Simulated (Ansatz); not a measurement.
Consider the formal exchange of groups at the Si–O bond: `O[SiH](O)F` + `CC[SiH](O)F` → `O[Si@H](F)C[Si@H](O)F` + CH₃OH.

Gas-phase electronic energies from Ansatz, PBE0-D4/def2-TZVP geometries. CCSD(T)/CBS is the MP2 limit (def2-TZVPP, def2-QZVPP) plus CCSD(T) − MP2 in def2-TZVPP, frozen cores. This one scheme is used for every species. Functionals use def2-TZVPP. One conformer a species, not always the lowest.

`O[SiH](O)F`:

```xyz
7

O     0.533    1.134   -0.526
Si    0.138   -0.362   -0.016
O    -0.610   -0.242    1.415
F    -0.804   -1.020   -1.122
H     0.683    1.274   -1.462
H     1.285   -1.263    0.161
H    -1.227    0.479    1.552
```

`CC[SiH](O)F`:

Cartesian coordinates in Å:
```
C -0.575 -1.251 0.736
C 0.541 -0.631 -0.103
Si 0.460 1.222 -0.188
O -0.930 1.776 -0.849
F 1.708 1.717 -1.061
H -0.487 -2.339 0.777
H -1.561 -1.014 0.328
H -0.554 -0.882 1.764
H 0.522 -1.027 -1.126
H 1.523 -0.904 0.300
H 0.544 1.875 1.136
H -1.191 1.458 -1.714
```

`O[Si@H](F)C[Si@H](O)F`:

Cartesian coordinates in Å:
```
O -0.004 -0.503 1.798
Si -0.428 -1.336 0.440
F 0.188 -2.807 0.530
C 0.297 -0.406 -0.975
Si 0.143 1.446 -0.847
O 0.798 1.988 0.539
F -1.423 1.772 -0.910
H -0.320 -0.816 2.647
H -1.895 -1.518 0.374
H 1.364 -0.652 -1.031
H -0.166 -0.752 -1.905
H 0.781 2.179 -1.957
H 0.665 1.406 1.297
```

CH₃OH:

Cartesian coordinates in Å:
```
C -0.226 0.119 0.248
O 0.220 -0.677 -0.826
H -1.247 -0.192 0.474
H -0.244 1.187 -0.003
H 0.380 -0.019 1.151
H 1.117 -0.419 -1.044
```

| level | ΔE (kJ/mol) |
| --- | --- |
| r2SCAN-D4 | 133.1 |
| CCSD/def2-TZVPP | 139.0 |

(1) What does CCSD(T)/CBS give? (An estimate is asked.)

Largest T1 diagnostic among the species: 0.012.

Answers

(1) Computed: +137.5 kJ/mol. The listed levels differ from it by -4.4, 1.5 kJ/mol.

In def2-TZVPP, CCSD(T) changes the Hartree–Fock value by −12.6 kJ/mol (the triples alone add −2.6 kJ/mol) and MP2 by −7.0 kJ/mol. The D4 term adds −6.1 kJ/mol with B3LYP and −3.5 kJ/mol with PBE0; it sums over pairs of atoms, weighted by their polarisabilities, and B3LYP, whose exchange is more repulsive, gets the larger term. From PBE to PBE0 (25 % exact exchange), in def2-TZVPP and without D4, ΔE moves by +4.6 kJ/mol.

B3LYP here is the variant with VWN-RPA as its local correlation; programs differ in this.
